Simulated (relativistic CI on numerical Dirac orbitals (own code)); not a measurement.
## Hyperfine structure of Al7+, mass number 27

Calculated at this level of theory: Dirac-Coulomb-Breit CI, KLI orbitals optimised for each configuration, QED by a radiative potential, unscaled Slater integrals (own radial code, finite nucleus).

Configurations in the expansion (outside the closed core 1s2): 2s²2p², 2s2p³, 2p⁴, 2s²2p3s, 2p³3s, 2s²2p3p, 2p³3p, 2s²2p3d, 2p³3d, 2s2p²3s, 2s2p²3p, 2s2p²3d, 2s²2p4s, 2s²2p4p, 2s²2p4d, 2s²2p4f. Levels of other configurations are missing.

Nuclear spin I = 5/2, μ = 3.6407 μN, Q = 0.1466 b (tables of Stone and Pyykkö). The electronic factors are computed for point nuclear moments, without core polarisation or the Bohr-Weisskopf and QED corrections.

| Level | E (eV) | A (MHz) | B (MHz) |
| --- | --- | --- | --- |
| 2s²2p² ³P1 | 0.2098 | 253.5 | 343 |
| 2s²2p² ³P2 | 0.5428 | 4762 | -686 |
| 2s²2p² ¹D2 | 6.1530 | 6941 | 1360 |
| 2s2p³ ⁵S°2 | 15.5811 | 17090 | -0.0643 |
| 2s2p³ ³D°3 | 32.8048 | 16880 | -12.6 |
| 2s2p³ ³D°2 | 32.8197 | 9828 | 123 |
| 2s2p³ ³D°1 | 32.8327 | -11400 | 60.3 |
| 2s2p³ ³P°1 | 38.7210 | 23920 | -70 |

Levels with J = 0, under 50 % of one LS term, or S terms without an open s electron are left out. Small factors come from cancelling terms and can be off by tens of per cent or more.

At this charge configurations can still be misplaced by up to about 7 % of their energy.

Give the hyperfine levels of 2s²2p² ³P2 relative to its centre of gravity.

With K = F(F + 1) − I(I + 1) − J(J + 1), E = AK/2 + B[¾K(K + 1) − I(I + 1)J(J + 1)]/[2I(2I − 1)J(2J − 1)]: F = 1/2: -33820, F = 3/2: -26370, F = 5/2: -14120, F = 7/2: 2673, F = 9/2: 23640 MHz.
